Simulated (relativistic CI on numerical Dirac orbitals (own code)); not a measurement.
## Hyperfine structure of Gd XL, mass number 155

Method of calculation: Dirac-Coulomb-Breit CI, orbitals from a KLI potential per configuration, QED by a radiative potential, unscaled Slater integrals (own radial code, finite nucleus).

Configuration list (outside the closed core [Ne]): 3s²3p⁶3d⁷, 3s²3p⁵3d⁸, 3s²3p⁴3d⁹, 3s3p⁶3d⁸, 3p⁶3d⁹, 3s3p⁵3d⁹, 3s²3p⁶3d⁶4s, 3s²3p⁶3d⁶4p, 3s²3p⁴3d⁸4s, 3s²3p⁶3d⁶4d, 3s²3p⁴3d⁸4p, 3s²3p⁵3d⁷4s, 3s²3p⁶3d⁶4f, 3s²3p⁵3d⁷4p, 3s²3p⁶3d⁵4s², 3s3p⁶3d⁷4s. Levels of other configurations are missing.

Nuclear spin I = 3/2, μ = -0.2591 μN, Q = 1.27 b (tables of Stone and Pyykkö). The electronic factors are computed for point nuclear moments, without core polarisation or the Bohr-Weisskopf and QED corrections.

```csv
Level,E (cm⁻¹),A (MHz),B (MHz)
3s²3p⁶3d⁷ ⁴F9/2,0,-4000,10900
3s²3p⁶3d⁷ ⁴F7/2,249438,-4453,16700
3s²3p⁶3d⁷ ⁴P5/2,326373,-1824,-42900
3s²3p⁶3d⁷ ⁴P1/2,339654,1879,
3s²3p⁶3d⁷ ²H11/2,359681,-5647,-94500
3s²3p⁶3d⁷ ²G7/2,394657,-6246,-12400
3s²3p⁶3d⁷ ²F5/2,437518,-6233,7370
3s²3p⁶3d⁷ ²D3/2,541122,-8426,-44500
```

Levels with J = 0, under 50 % of one LS term, or S terms without an open s electron are left out. Small factors come from cancelling terms and can be off by tens of per cent or more.

At this charge energies of transitions that change n are usually good to better than 1 %, and those within a shell (Δn = 0) to a few per cent. Terms inside the open d or f shell come out 10 to 20 % too wide with unscaled integrals.

(1) Give the hyperfine levels of 3s²3p⁶3d⁷ ⁴F9/2 relative to its centre of gravity.

## Answers

(1) With K = F(F + 1) − I(I + 1) − J(J + 1), E = AK/2 + B[¾K(K + 1) − I(I + 1)J(J + 1)]/[2I(2I − 1)J(2J − 1)]: F = 3: 38000, F = 4: 14730, F = 5: -7543, F = 6: -24270 MHz.

LS names give the leading component of a level, which can be under half, so a name can repeat, a term be missing and a line seem to break the LS rules.
